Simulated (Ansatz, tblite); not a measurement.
Cost and result up the ladder for Si(vinyl)2(NHMe)2 (C6H14N2Si) (23 atoms). Total charge 0; singlet. Geometry: PBE-D4/def2-SVP.

Cartesian coordinates in Å:
```
Si 0.001 -0.045 0.355
C -0.235 -1.829 0.918
C -1.137 -2.644 0.332
H 0.387 -2.246 1.735
H -1.777 -2.279 -0.492
H -1.283 -3.695 0.637
C 1.743 0.148 -0.342
C 2.574 -0.882 -0.604
H 2.121 1.174 -0.522
H 2.260 -1.930 -0.453
H 3.602 -0.736 -0.984
N -0.346 0.946 1.748
C -0.275 2.395 1.770
H -0.276 0.505 2.667
H 0.710 2.805 2.104
H -0.462 2.782 0.747
H -1.056 2.839 2.428
N -1.094 0.481 -0.895
C -0.906 0.397 -2.331
H -2.052 0.688 -0.603
H -1.188 1.342 -2.849
H 0.165 0.213 -2.553
H -1.480 -0.430 -2.814
```

Ansatz on 4 threads of Arm Neoverse V2 on a shared host; xTB runs through tblite on one thread. Times are rough, summed over both states, and most runs start from the orbitals of an earlier one. PBE0-D4/def2-TZVP serves as the yardstick here, not as an exact answer. The other state is a triplet.

The xTB rows come from tblite.

xTB has no spin-polarisation term.

```
                            level  functions  wall time
                         GFN2-xTB         55    0.024 s
                         GFN1-xTB         69    0.032 s
                 PBE-D4/def2-TZVP        369       21 s
r2SCAN-D4/def2-TZVP (with forces)        369       37 s
                PBE0-D4/def2-TZVP        369       45 s
```

(1) Estimate what each level gives for the vertical triplet (eV).

## Answers

(1) 
```csv
level,vertical triplet (eV),difference from PBE0-D4/def2-TZVP (eV)
GFN2-xTB,4.01,0.02
GFN1-xTB,4.07,0.08
PBE-D4/def2-TZVP,4.02,0.03
r2SCAN-D4/def2-TZVP (with forces),3.84,-0.15
PBE0-D4/def2-TZVP,3.99,0.00
```
